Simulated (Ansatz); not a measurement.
Born–Oppenheimer molecular dynamics of AlClH3NO (7 atoms, charge 0, multiplicity 1). It goes on from the last frame of an earlier run, with new velocities.

Method: RKS PBE-D4/STO-3G (Ansatz).

```json
{
 "ensemble": "NVT, Langevin thermostat",
 "time step": "1 fs",
 "steps asked": "250",
 "set temperature": "700 K",
 "friction": "0.01 /fs",
 "temperature schedule": "62 steps to 700 K, then 188 steps to 10 K",
 "seed": "624274"
}
```

First frame:

```xyz
7
Properties=species:S:1:pos:R:3
Al -0.068 -0.029 -0.064
O 0.058 -0.225 1.679
H -0.935 -0.228 1.909
Cl 1.745 0.378 -1.005
N -1.624 0.021 -0.794
H -2.494 -0.372 -0.384
H -1.778 0.129 -1.834
```

Question: How far do the bonds stretch over the last three quarters of this one trajectory? (Pairs bonded in most of those frames.)

Answer: 
| bond | mean (Å) | spread (Å) | shortest | longest |
| --- | --- | --- | --- | --- |
| Al1–O2 | 1.721 | 0.026 | 1.68 | 1.78 |
| Al1–Cl4 | 2.097 | 0.049 | 2.01 | 2.18 |
| Al1–N5 | 1.770 | 0.036 | 1.72 | 1.84 |
| O2–H3 | 1.040 | 0.034 | 0.95 | 1.13 |
| N5–H6 | 1.060 | 0.042 | 0.97 | 1.14 |
| N5–H7 | 1.065 | 0.056 | 0.96 | 1.18 |

Mean temperature of the second half: 386 K. The schedule's set-point averaged 239 K over the second half and the system 386 K, so it lags behind the ramp. A run of 0.25 ps of so small a system gives no equilibrium averages. Limits of this set-up: minimal basis.

Time of the run: 5.1 min on 1 thread of Arm Neoverse V1, with other jobs on the host, peak memory 0.084 GiB.
